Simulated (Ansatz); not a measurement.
Calculated with Ansatz (gas phase, PBE0-D4/def2-TZVP geometries, no zero-point term in ΔE). CCSD(T)/CBS is the MP2 limit (def2-TZVPP, def2-QZVPP) plus CCSD(T) − MP2 in def2-TZVPP, frozen cores. DFT in def2-TZVPP. B3LYP here is the variant with VWN-RPA as its local correlation; programs differ in this. Elements past krypton have def2 core potentials. For In outer-core shells are correlated without core-valence functions, which leaves a few kJ/mol of doubt a bond. One conformer a species, not always the lowest.

Consider the formal exchange of groups at the In–S bond: `[NH2][In]([NH2])[SH]` + `CSC(C)N` → `[NH2][In]([NH2])[NH2]` + `CSC(C)S`.

`[NH2][In]([NH2])[SH]`:

Z-matrix (Å, degrees):
```
N
In 1 2.022
H 1 1.011 2 116.0
H 1 1.010 2 116.2 3 -129.4
N 2 2.019 1 120.8 3 -25.4
S 2 2.384 1 120.5 3 154.7
H 5 1.010 2 116.3 1 -156.4
H 5 1.010 2 116.4 1 -26.3
H 6 1.343 2 93.5 1 -1.8
```

`CSC(C)N`:

Cartesian coordinates in Å:
```
C 0.629 -1.737 -1.226
S 1.311 -0.405 -0.235
C -0.216 0.577 0.074
C 0.214 1.820 0.826
N -1.268 -0.098 0.782
H -0.076 -2.348 -0.659
H 0.146 -1.353 -2.128
H 1.463 -2.372 -1.526
H -0.602 0.856 -0.911
H 0.627 1.553 1.803
H 0.977 2.369 0.273
H -0.651 2.466 0.986
H -1.620 -0.891 0.263
H -0.935 -0.437 1.677
```

`[NH2][In]([NH2])[NH2]`:

Cartesian coordinates in Å:
```
N 0.231 -1.006 -1.747
In 0.011 0.012 -0.011
N -1.739 0.952 0.387
N 1.578 0.235 1.254
H -0.619 -1.353 -2.170
H 0.915 -1.748 -1.753
H -1.682 1.764 0.984
H -2.309 1.187 -0.413
H 1.348 0.460 2.212
H 2.266 -0.504 1.257
```

`CSC(C)S`:

Z-matrix (Å, degrees):
```
C
S 1 1.800
H 1 1.092 2 111.2
H 1 1.091 2 106.2 3 -117.5
H 1 1.090 2 112.4 3 123.9
C 2 1.812 1 101.4 3 -55.0
S 6 1.809 2 107.1 1 176.2
C 6 1.514 2 114.2 1 -58.1
H 6 1.095 2 108.2 1 65.2
H 7 1.344 6 95.8 2 66.2
H 8 1.092 6 110.1 2 -178.3
H 8 1.093 6 111.1 2 61.8
H 8 1.092 6 110.4 2 -58.3
```

Question: Is it downhill or uphill in electronic energy at CCSD(T)/CBS, and by how much? (Best estimate.)

Answer: Computed: Uphill: ΔE = +75.4 kJ/mol.

Question: What do these levels give: PBE-D4, r2SCAN-D4, PBE0-D4, B3LYP-D4, ωB97M-V, B2PLYP, PBE0, B3LYP, SCS-MP2/def2-TZVPP, CCSD/def2-TZVPP, SCS-MP2/def2-QZVPP, MP2/CBS(def2)? (Best estimate.)

Answer: Ansatz gave: PBE-D4 84.5, r2SCAN-D4 88.6, PBE0-D4 88.2, B3LYP-D4 84.2, ωB97M-V 82.6, B2PLYP 82.4, PBE0 89.7, B3LYP 87.2, SCS-MP2/def2-TZVPP 75.7, CCSD/def2-TZVPP 81.9, SCS-MP2/def2-QZVPP 73.1, MP2/CBS(def2) 70.9 kJ/mol.

Largest T1 diagnostic among the species: 0.014.

In def2-TZVPP, CCSD(T) changes the Hartree–Fock value by −17.1 kJ/mol (the triples alone add −2.0 kJ/mol) and MP2 by −21.7 kJ/mol. From PBE to PBE0 (25 % exact exchange), in def2-TZVPP and without D4, ΔE moves by +3.4 kJ/mol. The D4 term adds −3.1 kJ/mol with B3LYP and −1.5 kJ/mol with PBE0; it sums over pairs of atoms, weighted by their polarisabilities, and B3LYP, whose exchange is more repulsive, gets the larger term.
